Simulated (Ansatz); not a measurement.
Cartesian coordinates (Å):
SMILES: C#CC=C
```xyz
8

C      1.7091    -0.4629    -1.1919
C      0.6403    -0.3495    -0.6246
C     -0.6227    -0.2495     0.0114
C     -0.9121     0.6104     1.0036
H      2.6550    -0.5542    -1.6847
H     -1.3974    -0.9332    -0.3520
H     -1.9067     0.6340     1.4485
H     -0.1654     1.3049     1.3897
```
Charge 0, multiplicity 1.

These are frozen-core CCSD(T)/cc-pVTZ // PBE-D3(BJ)/def2-TZVP run with Ansatz (a first-principles code) values and carry that method's errors. The restricted HF reference is unstable towards unrestricted orbitals.

```
Property                        Value
----------------------  -------------
HF energy               -153.76168 Ha
MP2 correlation energy    -0.62547 Ha
```

Q: Estimate the CCSD correlation energy, the (T) correction, the total energy and the T1 diagnostic.

A: 
```yaml
CCSD correlation energy: -0.64845 Ha
"(T) correction": -0.03387 Ha
CCSD(T) total energy: -154.44400 Ha
T1 diagnostic: 0.013
```
